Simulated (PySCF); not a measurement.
YF2, SMILES [F][Y+][F], charge +1. Atoms are numbered in the order given.

```xyz
3

Y      0.0000     0.0000     0.3496
F      0.0000    -1.5668    -0.7576
F      0.0000     1.5668    -0.7576
```
Charge +1, spin multiplicity 1.

The structure is a stationary point at PBE-D3(BJ)/def2-TZVP. The multiplicity is an assumed one; other spin states were not compared. The isomer is the one that the SMILES or the coordinates give; other isomers of the formula were not compared. The def2 effective core potentials stand for the cores of Y; spin–orbit coupling is left out.

Computed with PySCF with M06-2X/def2-TZVPD.

Isolated molecule, no solvent.

Computed frontier levels, gap, dipole moment and polarisability:
```json
{
 "highest_occupied_level": "-18.34 eV",
 "lowest_empty_level": "-7.79 eV",
 "orbital_gap": "10.55 eV",
 "dipole_moment_about_the_centre_of_nuclear_charge": "7.24 D",
 "mean_static_polarisability": "21.0 bohr³ (3.11 Å³)",
 "polarisability_principal_values": "15.0, 19.9, 28.0 bohr³"
}
```
